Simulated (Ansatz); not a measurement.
A structure relaxed at PBE0-D4/def2-TZVP, charge 0, multiplicity 1:

```xyz
13

C     1.824    0.433    0.759
C     0.613    0.157    0.253
Si    0.045   -1.634    0.293
N    -0.219    1.132   -0.289
Al   -1.849    1.048   -1.018
H     2.449   -0.346    1.174
H     2.221    1.446    0.771
H     1.125   -2.435    0.920
H    -0.221   -2.140   -1.080
H    -1.207   -1.778    1.084
H     0.212    2.050   -0.245
H    -2.558   -0.359   -1.106
H    -2.437    2.426   -1.517
```

Problem. Give its formula and SMILES.

Solution. C2H8AlNSi, `C=C([SiH3])[NH][AlH2]`.

Problem. Point group (tolerance 0.08 Å, 0.16 Å for H)?

Solution. Cs.

Problem. Summarise the bond lengths by kind.

Solution. 1 × C–C 1.341 Å; 2 × C–H 1.081 to 1.088 Å; 1 × C–Si 1.879 Å; 1 × C–N 1.392 Å; 3 × H–Si 1.484 to 1.488 Å; 1 × Al–N 1.787 Å; 1 × H–N 1.015 Å; 2 × Al–H 1.578 to 1.580 Å.

Results of the Gaussian-basis code of Ansatz.
